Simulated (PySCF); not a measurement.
Species: B2Cl2F2H2Si.
Geometry (PBE0-D3(BJ)/def2-SVP, Å), atoms numbered from 1 in this order:
```
atom  x, y, z in Å
F1    -2.122    1.014   -0.840
B2    -1.450   -0.040   -0.418
F3    -1.772   -1.201   -0.956
Si4    0.066    0.125    0.929
B5     1.716    0.399   -0.209
Cl6    2.211    2.008   -0.677
Cl7    2.606   -0.969   -0.832
H8    -0.167    1.299    1.823
H9     0.177   -1.131    1.730
```

Level: CAM-B3LYP/def2-SVPD in PySCF, non-relativistic, on one gas-phase PBE0-D3(BJ)/def2-SVP geometry that isn't relaxed in the solvent. The solvent is an IEF-PCM continuum (cavity from Bondi-type radii × 1.2), and excitations are vertical TDDFT with non-equilibrium linear response and a frozen core. The model holds no explicit solvent molecules, cavitation or dispersion.

Gas-phase singlets (H = HOMO, L = LUMO):

| state | E (eV) | λ (nm) | f | leading configuration |
| --- | --- | --- | --- | --- |
| S1 | 4.704 | 264 | 0.017 | H→L 93% |
| S2 | 5.583 | 222 | 0.000 | H-1→L 93% |
| S3 | 6.220 | 199 | 0.105 | H-2→L 89% |
| S4 | 6.613 | 187 | 0.097 | H-3→L 91% |
| S5 | 6.833 | 181 | 0.029 | H→L+1 80% |

Task: Give the list for acetone (ε = 20.49), n² = 1.85.

Result: 
| state | E (eV) | λ (nm) | f | leading configuration | change by rank (eV) |
| --- | --- | --- | --- | --- | --- |
| S1 | 4.730 | 262 | 0.022 | H→L 93% | +0.026 |
| S2 | 5.682 | 218 | 0.000 | H-1→L 91% | +0.099 |
| S3 | 6.224 | 199 | 0.136 | H-2→L 88% | +0.004 |
| S4 | 6.631 | 187 | 0.129 | H-3→L 92% | +0.018 |
| S5 | 6.851 | 181 | 0.036 | H→L+1 78% | +0.018 |

Task: How do the frontier levels move from gas to acetone?

Result: 
| orbital | gas (eV) | solvent (eV) | change (eV) | Löwdin shares, gas | Löwdin shares, solvent |
| --- | --- | --- | --- | --- | --- |
| LUMO+2 | 0.59 | 0.74 | +0.15 | B2 28 %, B5 26 %, Cl6 12 %, Cl7 12 % | B2 30 %, B5 23 %, Cl7 12 %, Cl6 12 % |
| LUMO+1 | 0.18 | 0.42 | +0.24 | B2 25 %, B5 21 %, Si4 18 %, F1 10 % | B2 24 %, B5 22 %, Si4 17 %, F1 10 % |
| LUMO | -1.44 | -1.20 | +0.24 | B5 38 %, Si4 15 %, Cl6 15 %, Cl7 15 % | B5 39 %, Cl6 15 %, Cl7 15 %, Si4 15 % |
| HOMO | -9.84 | -9.65 | +0.19 | Si4 24 %, B5 21 %, Cl6 19 %, Cl7 19 % | Si4 24 %, B5 22 %, Cl6 19 %, Cl7 18 % |
| HOMO-1 | -10.78 | -10.64 | +0.14 | Cl7 44 %, Cl6 42 %, Si4 6 % | Cl7 43 %, Cl6 39 %, Si4 8 %, H8 5 % |
| HOMO-2 | -10.88 | -10.67 | +0.21 | Si4 31 %, B2 19 %, F3 8 %, F1 8 % | Si4 31 %, B2 19 %, H9 9 %, F1 8 % |
| HOMO-3 | -11.26 | -11.12 | +0.14 | Cl7 45 %, Cl6 45 %, B5 10 % | Cl6 45 %, Cl7 45 %, B5 10 % |

The HOMO–LUMO gap goes from 8.40 to 8.45 eV.

The run took 22 s wall on one thread of an Arm Neoverse V2, shared host with 96 logical CPUs at a one-minute load of 52, and the process peaked at 0.87 GiB of memory. This is the whole response run at CAM-B3LYP/def2-SVPD in acetone, SCF included.
